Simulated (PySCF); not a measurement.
## Stationary points of [IS2]-

All numbers come from PBE0/[I def2-TZVPD with ECP28, S def2-TZVPD], scalar-relativistic core potentials, density fitting, no spin–orbit coupling, PySCF.

Relaxations began from a few typed shapes. The search is not exhaustive: other isomers or separated fragments can lie lower, and high-lying points may rest on an excited occupation.

```tsv
spin	group	bonds	angles	imaginary modes (cm⁻¹)	ΔE (kJ/mol)	ΔE with ZPE (kJ/mol)
singlet	C2v	I–S 2.335 Å (×2)	S–I–S 114.7°	none	0.0	0.0
singlet	D∞h	I–S 2.466 Å (×2)	S–I–S 180.0°	280i	147.2	–
```

The lowest minimum found is the singlet C2v: I–S 2.335 Å (×2); S–I–S 114.7°.

Counting electrons, iodine keeps 4 of its valence electrons outside its bonds, so the VSEPR class is AX2E2 and the expected shape is bent (C2v), as computed.

For the lowest minimum: the lowest empty level of this anion is unbound, so it and the gap depend on the basis.

The electron or spin density has lower symmetry than the nuclear frame for the singlet D∞h at 147.2 kJ/mol.
